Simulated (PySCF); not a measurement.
**Checking a proposed structure**

A compound C5H10O2 gives the data below (simulated from a calculation) and was assigned the structure `CCOC(=O)CC`.

$^{13}$C{$^{1}$H} NMR (computed): δ 184.0 (C), 48.7 (CH3), 31.1 (CH), 18.7 (CH3, 2C).

$^{1}$H NMR (500 MHz, computed): δ 3.54 (s, 3H), 1.87 (sept, J = 8.0 Hz, 1H), 1.18 (d, J = 8.0 Hz, 6H).

[PySCF: J: B3LYP/pcJ-1 (without the spin–dipole term); NMR shieldings at HF/pcSseg-1/GIAO; geometry: PBE0-D3(BJ)/def2-SVP; no solvent; rapidly exchanging positions averaged; no relativistic terms; one computed conformer]

Referencing at the same level of theory: $^{1}$H and $^{13}$C vs TMS.

Q: Compare with the shifts computed for the proposed structure, pairing carbons in order of shift.

A: Atom-mapped SMILES (the numbers label the heavy atoms): `[CH3:1][CH2:2][O:3][C:4](=[O:5])[CH2:6][CH3:7]`; H(Xn) means a hydrogen on atom n.

```
atom  computed for proposal  given list  difference
  C4                  181.8       184.0        -2.2
  C2                   55.6        48.7        +6.9
  C6                   27.0        31.1        -4.1
  C1                   16.4        18.7        -2.3
  C7                   10.0        18.7        -8.7
```

The rms difference is 5.5 ppm and the largest -8.7 ppm at C7 (methyl carbon). The proposal also would give 5 carbon signals, not 4. The carbon types in order of shift don't match either: C, CH2, CH2, CH3, CH3 for the proposal against C, CH3, CH, CH3, CH3 in the data. The proposal doesn't fit.

Q: Which isomer fits?

A: `InChI=1S/C5H10O2/c1-4(2)5(6)7-3/h4H,1-3H3`.

Carbon types of the structure: 1 × C, 1 × CH, 3 × CH3, which accounts for all hydrogens. δC 184.0: ester carbonyl carbon; it is a carbonyl in resonance with an O or N lone pair, the region of acids, esters and amides. δC 48.7: methyl carbon bonded to O; the inductive effect lowers its shielding. δH 3.54: hydrogen on a methyl carbon bonded to O; its carbon carries O, hence the downfield position. δH 1.87: hydrogen on an sp3 CH α to a carbonyl; α to C=O. The protons at 1.87 and 1.18 share a coupling of 8.0 Hz (vicinal).

The data come from this structure; uniqueness wasn't tested.

Splittings below 1 Hz are ignored in the labels, and close J values are merged. Unscaled 3J(H,H) at this level run about 10 % above measured values. Shifts are as computed. Against solution values, carbons near 30 ppm lie about -0 ppm off and those near 130 ppm about +7 ppm. Of 1211 compounds with measured shifts, 218 miss one by over three times the rms of a fit or turn the order of signals round; such compounds aren't used in these exercises.
